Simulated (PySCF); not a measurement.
**RhI: from constants to spectrum**

PW91 constants of RhI, ³Δ (triplet), unpaired electrons σ ↑, δ ↑ (PySCF, scalar-relativistic core potentials, basis sets Rh def2-TZVPP with ECP28, I def2-TZVPP with ECP28; masses 102.9055 and 126.9045 u):

```
ωe                     : 215.5 cm⁻¹
ωexe                   : 0.534 cm⁻¹
Be                     : 0.045921 cm⁻¹
αe                     : 0.000153 cm⁻¹
D (centrifugal)        : 8.34e-09 cm⁻¹
De to Rh (4d8 5s1) + I : 2.99 eV
```

Give the vibrational terms G(v) and spacings up to v = 6.

G(v) = ωe(v+½) − ωexe(v+½)².

| v | G(v) (cm⁻¹) | G(v) − G(v−1) | Bv (cm⁻¹) |
| --- | --- | --- | --- |
| 0 | 107.6 |  | 0.04584 |
| 1 | 322.0 | 214.4 | 0.04569 |
| 2 | 535.4 | 213.4 | 0.04554 |
| 3 | 747.7 | 212.3 | 0.04539 |
| 4 | 958.9 | 211.2 | 0.04523 |
| 5 | 1169.1 | 210.2 | 0.04508 |
| 6 | 1378.2 | 209.1 | 0.04493 |

How well does the Morse estimate ωe²/(4ωexe) reproduce De, and what is D0?

It gives 2.70 eV, 90 % of the computed De. D0 = De − G(0) = 2.99 − 0.01 = 2.98 eV.

The metal atom is held in its measured ground configuration; semilocal functionals can put another filling of s and d lower by some tenths of an eV, and De to that atom would be smaller. Spin–orbit coupling is left out, which matters for elements this heavy, above all for dissociation energies. The state is the lowest single determinant that the PBE0 search found; with open d or f shells the true ground state can be another one.
